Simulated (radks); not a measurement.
The numbers below are computed, except where a source is named.
Problem. Rb2+, 35 electrons, occupied as [Ar] 3d10 4s2 4p5. Code: a radial shooting solver on a logarithmic mesh with Libxc functionals. Model: Dirac Kohn-Sham, PBE, spin-unpolarised, spherical densities, point nucleus; open shells are shared between the two j in proportion to 2j + 1. Some entries of the table are withheld. Estimate them.

orbital,occ.,eigenvalue (hartree),<1/r> (bohr^-1)
1s1/2,2,-553.0178,(1)
2s1/2,2,(2),8.503
2p1/2,2,-67.64103,8.473
2p3/2,4,-65.40709,8.161
3s1/2,2,(3),(4)
3p1/2,2,(5),2.712
3p3/2,4,(6),2.637
3d3/2,4,-4.58627,2.403
3d5/2,6,-4.52922,2.384
4s1/2,2,-1.85050,0.9425
4p1/2,1.66667,-1.26404,(7)
4p3/2,3.33333,-1.22801,(8)

Solution. 
(1) 1s1/2 <1/r> (bohr^-1): 37.88
(2) 2s1/2 eigenvalue (hartree): -74.50249
(3) 3s1/2 eigenvalue (hartree): -11.68067
(4) 3s1/2 <1/r> (bohr^-1): 2.824
(5) 3p1/2 eigenvalue (hartree): -9.22232
(6) 3p3/2 eigenvalue (hartree): -8.88658
(7) 4p1/2 <1/r> (bohr^-1): 0.8194
(8) 4p3/2 <1/r> (bohr^-1): 0.8014
